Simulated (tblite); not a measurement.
Species: C7H12BF.
Atom-mapped SMILES: `[BH2:1][C@@H:2]1[CH2:3][CH2:4][CH:5]=[CH:6][C@@:7]1([CH3:8])[F:9]` (hydrogens: H10, H11 on B1; H12 on C2; H13, H14 on C3; H15, H16 on C4; H17 on C5; H18 on C6; H19, H20, H21 on C8)

Cartesian coordinates in Å at the GFN2-xTB level; atoms count from 1:
```xyz
21
C7H12BF angstrom
B     -1.2423    2.0724   -0.2014
C     -0.2258    0.9406    0.1993
C      0.9920    0.7539   -0.7143
C      2.0777   -0.0739   -0.0291
C      1.5109   -1.2681    0.6710
C      0.2236   -1.4269    0.9253
C     -0.8324   -0.4360    0.5217
C     -1.6821   -1.0025   -0.6158
F     -1.6892   -0.2742    1.6204
H     -0.8638    2.9851   -0.8262
H     -2.3449    2.0435    0.1799
H      0.1564    1.3181    1.1646
H      1.3940    1.7288   -0.9933
H      0.6788    0.2536   -1.6324
H      2.8247   -0.3982   -0.7587
H      2.6019    0.5405    0.7119
H      2.2243   -2.0156    0.9901
H     -0.1449   -2.2964    1.4500
H     -1.0581   -1.2199   -1.4774
H     -2.4483   -0.2850   -0.8974
H     -2.1614   -1.9227   -0.2885
```

Calculated harmonic vibrations of the isolated species, GFN2-xTB (tblite), most abundant isotopes, no scaling. The method is semi-empirical: single wavenumbers can be off by several per cent or more. Modes of hydrogen on boron can be 10 to 20 % off. One conformer, not necessarily the lowest.

Harmonic wavenumbers (cm⁻¹): 84.1, 148.2, 161.3, 179.8, 232.2, 257.8, 273.1, 332.9, 397.3, 427.8, 451.2, 478.4, 520.8, 680.8, 706.2, 764.9, 780.3, 830.5, 858.4, 912.9, 924.9, 942.4, 944.0, 955.3, 1009.9, 1063.1, 1097.2, 1112.6, 1134.7, 1143.9, 1174.7, 1194.6, 1212.3, 1235.5, 1237.5, 1281.6, 1333.2, 1336.7, 1353.0, 1391.1, 1469.9, 1474.8, 1480.4, 1496.2, 1733.3, 2648.7, 2691.1, 2839.8, 2923.2, 2963.6, 2980.8, 2996.4, 3037.9, 3046.9, 3055.5, 3059.2, 3083.6.

A = 2182, B = 1636, C = 1196 MHz; mass 126.102 u (most abundant isotopes); point group C1, symmetry number 1.

Q: Zero-point energy?

A: ½Σν̃ = 37769 cm⁻¹ = 451.82 kJ/mol.

Q: Give the ideal-gas entropy at 298.15 K and 1 bar in the rigid-rotor, harmonic-oscillator model (classical rotation).

A: Translation 169.18, rotation 120.13, vibration 102.40: S = 391.7 J/(mol K).

Q: And Cp and H(298.15 K) − H(0)?

A: Cp = 164.96 J/(mol K), of which vibrations give 131.70 (their classical limit is 57 R = 473.9); H(298.15 K) − H(0) = 27.88 kJ/mol without the zero-point energy, 17.96 from vibrations.

Q: What must be added to the electronic energy to get the Gibbs energy at 298.15 K and 1 bar?

A: ZPE + [H(298.15 K) − H(0)] − T·S = 451.82 + 27.88 − 116.79 = 362.91 kJ/mol.

Q: How do the functions run with temperature in this model?

A: 
```json
{"T (K)": "50", "S (J/(mol K))": "234.2", "Cp (J/(mol K))": "44.7", "H − H(0) (kJ/mol)": "1.82", "G − H(0) (kJ/mol)": "-9.89", "ln q(vib)": "0.12"}
{"T (K)": "100", "S (J/(mol K))": "273.0", "Cp (J/(mol K))": "70.3", "H − H(0) (kJ/mol)": "4.70", "G − H(0) (kJ/mol)": "-22.60", "ln q(vib)": "0.76"}
{"T (K)": "373.15", "S (J/(mol K))": "432.7", "Cp (J/(mol K))": "201.8", "H − H(0) (kJ/mol)": "41.64", "G − H(0) (kJ/mol)": "-119.83", "ln q(vib)": "6.93"}
{"T (K)": "500", "S (J/(mol K))": "499.6", "Cp (J/(mol K))": "255.9", "H − H(0) (kJ/mol)": "70.80", "G − H(0) (kJ/mol)": "-179.01", "ln q(vib)": "10.20"}
{"T (K)": "750", "S (J/(mol K))": "618.8", "Cp (J/(mol K))": "330.9", "H − H(0) (kJ/mol)": "144.89", "G − H(0) (kJ/mol)": "-319.18", "ln q(vib)": "16.70"}
{"T (K)": "1000", "S (J/(mol K))": "721.0", "Cp (J/(mol K))": "379.2", "H − H(0) (kJ/mol)": "234.05", "G − H(0) (kJ/mol)": "-486.97", "ln q(vib)": "22.93"}
```

q(vib) and H(0) count from the zero-point level.

Q: Which modes carry the vibrational entropy at 298.15 K?

A: 84.1 cm⁻¹: 15.87; 148.2 cm⁻¹: 11.28; 161.3 cm⁻¹: 10.60; 179.8 cm⁻¹: 9.75; 232.2 cm⁻¹: 7.79; 257.8 cm⁻¹: 7.01 J/(mol K); the other 51 give 40.10 together.

Q: Blend soft modes into free rotors: weight 1/[1 + (100 cm⁻¹/ν̃)⁴] for the oscillator and the rest for a rotor with moment μB/(μ + B), μ = h/(8π²ν), B = 10⁻⁴⁴ kg m². What vibrational entropy results?

A: 100.11 J/(mol K) in place of 102.40, which changes −T·S at 298.15 K by +0.68 kJ/mol.

Hindered rotation and anharmonicity are outside this model. Other conformers, if any are populated, would add a mixing term that is left out. The structure is chiral; the term R ln 2 for an equal mix with its mirror image is left out.
